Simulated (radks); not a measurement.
Neutral lanthanum inside a hard spherical wall (all orbitals vanish at R), configuration held at [Xe] 5d1 6s2 and not refilled when levels cross. Method: scalar-relativistic Kohn-Sham, LDA (Slater exchange, Perdew-Wang correlation), spin-polarised, spherical densities, point nucleus; open shells are filled with parallel spins first (spin-orbit coupling, left out, can overturn this in heavy ions); computed with a radial shooting solver on a logarithmic mesh with Libxc functionals. Eigenvalues in eV for spin up, with the zero of energy where the potential of the charges vanishes at infinity; a dash marks a level that is unbound or too diffuse for the functional's potential to be trusted. A positive occupied level is held by the wall or, in an anion where self-interaction has pushed it up, behind a barrier. The pressure on the wall is -dE/dV.

| R (bohr) | E (hartree) | kinetic (hartree) | e(5s) | e(5p) | e(6s) | e(5d) | e(6p, empty) | e(7s, empty) | pressure (GPa) |
|---|---|---|---|---|---|---|---|---|---|
| free | -8486.8763 | 8975.292 | -39.179 | -22.627 | -3.940 | -3.391 | -1.475 | -0.097 | 0 |
| 15 | -8486.8763 | 8975.292 | -39.176 | -22.624 | -3.937 | -3.389 | -1.464 | 0.371 | 0.000259 |
| 12 | -8486.8758 | 8975.297 | -39.137 | -22.586 | -3.907 | -3.355 | -1.381 | 1.189 | 0.00831 |
| 10 | -8486.8727 | 8975.324 | -38.974 | -22.426 | -3.775 | -3.217 | -1.109 | 2.720 | 0.0826 |
| 8 | -8486.8519 | 8975.452 | -38.341 | -21.813 | -3.185 | -2.677 | -0.090 | 6.771 | 0.838 |
| 7 | -8486.8140 | 8975.642 | -37.598 | -21.101 | -2.348 | -2.019 | 1.234 | 11.175 | 2.79 |
| 5 | -8486.4413 | 8977.150 | -34.011 | -17.728 | 3.782 | 1.705 | 10.034 | 35.285 | 42.5 |
| 4 | -8485.5368 | 8980.613 | -29.278 | -13.149 | 15.730 | 7.723 | 25.539 | 71.375 | 241 |
| 3 | -8481.5773 | 8994.824 | -16.449 | 0.752 | 56.747 | 26.795 | 73.674 | 170.14 | 2130 |
| 2.5 | -8474.8208 | 9016.805 | 0.173 | 20.091 | 113.07 | 52.784 | 135.99 | 288.84 | 7920 |
